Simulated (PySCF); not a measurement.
Labels have come off several samples. The candidates:

A. SMILES C1=CC=C(OC)[N+]([O-])=C1
B. `OP(=O)(O)c1ccc(F)cc1`
C. `C/C=C(\F)CC`

Spectrum 1. ¹³C{¹H} NMR (computed): δ 172.7 (C, d, J = 319.2 Hz), 107.1 (CH, d, J = 15.7 Hz), 31.9 (CH2, d, J = 26.7 Hz), 16.0 (CH3, d, J = 3.0 Hz), 12.3 (CH3, d, J = 6.9 Hz).

Spectrum 2. ¹³C{¹H} NMR (computed): δ 175.5 (C), 138.2 (CH), 131.9 (C), 121.0 (CH).

Spectrum 3. ¹³C{¹H} NMR (computed): δ 164.1 (C), 147.5 (CH), 128.2 (CH), 123.0 (CH), 121.5 (CH), 61.9 (CH3).

Theoretical values (PySCF 2.14.0 with density-fitted response routines): structure optimised with GFN2-xTB, couplings computed with B3LYP/pcJ-1 (spin–dipole term left out of most H,H and C,H couplings), shielding tensors at PBE0/pcSseg-1 (GIAO). Rapidly exchanging positions averaged, one conformer, isolated molecule, no relativistic terms.

Referencing at the same level of theory: ¹³C (σ = 186.93 ppm) against TMS. Splittings of carbon signals by F and P are missing where no couplings were computed. One-bond C–F couplings are unscaled and too large by tens of Hz. Shifts are as computed. Against solution values, carbons near 30 ppm lie about +3 ppm off and those near 130 ppm about +5 ppm. Of 1211 compounds with measured shifts, 218 miss one by over three times the rms of a fit or turn the order of signals round; such compounds aren't used in these exercises.

Match each spectrum to its structure.

Results:

1–C, 2–B, 3–A.

- Spectrum 1 (C): 5 ¹³C signals; δC 107.1 is an alkene CH; δC 31.9 is an allylic sp3 CH2.
- Spectrum 2 (B): 4 ¹³C signals; δC 175.5 is an aromatic carbon bearing fluorine; δC 138.2 is an aromatic CH.
- Spectrum 3 (A): 6 ¹³C signals; δC 164.1 is an aromatic carbon bearing oxygen; δC 147.5 is an aromatic CH next to a ring nitrogen.
